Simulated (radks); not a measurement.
Results of a calculation; reference values are marked as such.
Spherical quantum dot in the effective-mass picture: electrons in a well V = -V0 / (1 + exp((r - R)/a)) with V0 = 7.78, R = 5.37, a = 0.57, with a point charge +1 (a donor) at the centre, all in effective atomic units (hartree* = m*/eps^2 hartree, bohr* = eps/m* bohr), one dielectric constant everywhere. Level of theory: non-relativistic Kohn-Sham, PBEsol, spin-polarised, spherical densities (a radial shooting solver with Libxc functionals). Levels are named by radial order and angular momentum (1s, 1p, 1d, 2s, ...), and open shells are averaged over m.

N = 4, configuration 1s2 1p(up 2, down 0). This is the lowest configuration that the search found. Occupied and some empty levels:

level,occupation,eigenvalue (hartree*),<r> (bohr*)
1s up,1,-6.8557,1.921
1s down,1,-6.8119,1.792
1p up,2,-6.5322,2.746
1p down,0,-6.4526,2.725
2s up,0,-6.2946,2.372
2s down,0,-6.2476,2.465
1d up,0,-6.2291,3.059
1d down,0,-6.1452,3.067
1f up,0,-5.8782,3.287
1f down,0,-5.7960,3.304

Energy (hartree*): total -29.5219, kinetic 1.4450, external -33.016, Hartree 3.1095, exchange-correlation -1.0602.
